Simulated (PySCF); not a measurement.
PySCF input for Si(H)2(OMe)(SMe) (C2H8OSSi), SMILES CS[SiH2]OC, HF/pcSseg-1. Geometry: PBE-D3(BJ)/def2-SVP. The values are those of a single conformer.

```python
import numpy as np
from pyscf import gto, scf, dft
from pyscf.prop.nmr import rhf as nmr

mol = gto.M(
    atom='''
    Si    0.27167699   -0.92119641    0.56704682
    O     1.77639921   -0.19006569    0.42307725
    C     1.93905380    1.21330833    0.36194601
    S    -1.14886996   -0.37258209   -0.95599012
    C    -1.88248858    1.14466847   -0.21664613
    H    -0.35078920   -0.55652063    1.89331658
    H     0.53661069   -2.38454796    0.42301280
    H     3.02349543    1.44369603    0.32830858
    H     1.46699696    1.64242294   -0.55192152
    H     1.50619025    1.73071329    1.25117255
    H    -1.20667743    2.01533426   -0.31875857
    H    -2.81513480    1.35012206   -0.77513060
    H    -2.13283518    0.98950803    0.85076944
    ''',
    basis='pcSseg-1',
    charge=0,
    spin=0,
    max_memory=1600,
    verbose=3,
)
mf = scf.RHF(mol)
mf.conv_tol = 1e-10
mf.max_cycle = 100
mf.kernel()
n = nmr.NMR(mf)
n.verbose = 2
n.max_cycle_cphf = 60
sigma = n.kernel()
print('atom   isotropic/ppm   span/ppm')
for i, s in enumerate(sigma):
    w = np.linalg.eigvalsh((s + s.T) / 2)
    print(f'{mol.atom_symbol(i):2s}{i + 1:3d} {w.mean():14.3f} {w[2] - w[0]:11.3f}')
```

Program output:

```
converged SCF energy = -841.700593125863
atom   isotropic/ppm   span/ppm
Si  1        398.834      77.505
O   2        326.968     115.106
C   3        141.091      64.307
S   4        698.064     175.158
C   5        173.385      30.272
H   6         26.965       8.858
H   7         26.902      10.466
H   8         27.747      11.434
H   9         28.060       9.528
H  10         28.413       9.001
H  11         29.375      12.906
H  12         29.239      14.638
H  13         29.657      12.019
```

The calculation finished and met its thresholds.
